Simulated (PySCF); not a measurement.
Vertical excitations of a molecule C₃H₇NOSi from TDDFT-PBE/def2-SVPD in PySCF, as energy in eV (oscillator strength): 4.83 (0.009), 5.00 (0.002), 5.27 (0.008), 5.42 (0.010), 5.51 (0.003), 5.98 (0.003), 6.02 (0.003), 6.18 (0.027), 6.34 (0.117), 6.53 (0.021). Lowest triplet (TDA): 4.20 eV. Geometry: B3LYP-D3(BJ)/def2-SVP. Other conformers were not sampled.

Q: Which structure fits?
A) C/N=C(\[SiH3])C=O
B) CCC1=N[SiH2]O1
C) N[SiH2]C1=COC1
D) C1=CO[SiH2]NC1

A: D, C1=CO[SiH2]NC1
